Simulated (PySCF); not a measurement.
Computed IR spectrum (relative IR intensity) of a molecule CH₁₁NOSi₃. Coordinates come from a TPSSh-D3(BJ)/def2-SVP optimisation. The values are those of a single conformer. These are TPSSh-D3(BJ)/def2-SVP (PySCF) values and carry that method's errors. Frequencies are harmonic and unscaled.

Lines under 2 % of the strongest are left out, and lines within 2 cm⁻¹ are merged.

```
ν (cm⁻¹)  relative intensity
--------  ------------------
613                      7.7
664                       14
722                      7.9
736                      8.7
749                       12
787                       14
805                       29
847                       70
898                       58
941                       35
951                       50
968                       33
978                       29
988                       32
1003                      18
1020                     9.3
1057                      18
1073                      35
1183                      28
1390                     3.1
2222                      66
2238                      50
2255                      40
2266                      30
2270                      21
2283                      22
3521                      11
3558                     100
```

Question: Which structure fits?
(A) O[Si@@H]([SiH3])CN[SiH3]
(B) C[Si@@H]([SiH3])[Si@H](N)O
(C) O[SiH2]C[SiH2]N[SiH3]
(D) NC[Si@H]([SiH3])[SiH2]O

Answer: C, O[SiH2]C[SiH2]N[SiH3]
